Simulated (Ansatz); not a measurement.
`[SiH3][SbH][Cl]` + NH₃ → `[NH2][SbH][SiH3]` + HCl  (ligand exchange at the Sb–Cl bond)

Isolated molecules relaxed with PBE0-D4/def2-TZVP in Ansatz; ΔE leaves out vibrations. CCSD(T)/CBS adds triple-zeta CCSD(T) − MP2 to the extrapolated MP2 energy (def2 sets, frozen cores). This one scheme is used for every species. Functionals use def2-TZVPP. B3LYP here is the variant with VWN-RPA as its local correlation; programs differ in this. Elements past krypton have def2 core potentials. For Sb outer-core shells are correlated without core-valence functions, which leaves a few kJ/mol of doubt a bond. One conformer a species, not always the lowest.

Q: Is it downhill or uphill in electronic energy at CCSD(T)/CBS, and by how much? (An estimate is asked.)

A: Ansatz gave: Uphill: ΔE = +90.2 kJ/mol.

Q: What do these levels give: BLYP-D4, r2SCAN-D4, PBE0-D4, B3LYP-D4, r2SCANh-D4, BHLYP-D4, PBE-QIDH, BLYP, r2SCANh, LC-ωPBE, CCSD(T)/def2-SVP, CCSD(T)/def2-TZVPP? (Estimate.)

A: Computed: BLYP-D4 91.4, r2SCAN-D4 91.6, PBE0-D4 92.7, B3LYP-D4 94.0, r2SCANh-D4 92.6, BHLYP-D4 98.0, PBE-QIDH 89.7, BLYP 92.3, r2SCANh 92.8, LC-ωPBE 87.8, CCSD(T)/def2-SVP 83.9, CCSD(T)/def2-TZVPP 81.1 kJ/mol.

Largest T1 diagnostic among the species: 0.014.

From BLYP to BHLYP (50 % exact exchange), in def2-TZVPP and without D4, ΔE moves by +4.4 kJ/mol. In def2-TZVPP, CCSD(T) changes the Hartree–Fock value by −19.3 kJ/mol (the triples alone add −2.1 kJ/mol) and MP2 by −16.8 kJ/mol. Leaving LDA and LC-ωPBE aside and taking each functional with its dispersion term where it has one, the values, not all of them listed here, spread over 9.9 kJ/mol, from revPBE-D4 to BHLYP-D4. LDA lies −5.8 kJ/mol from PBE without D4.
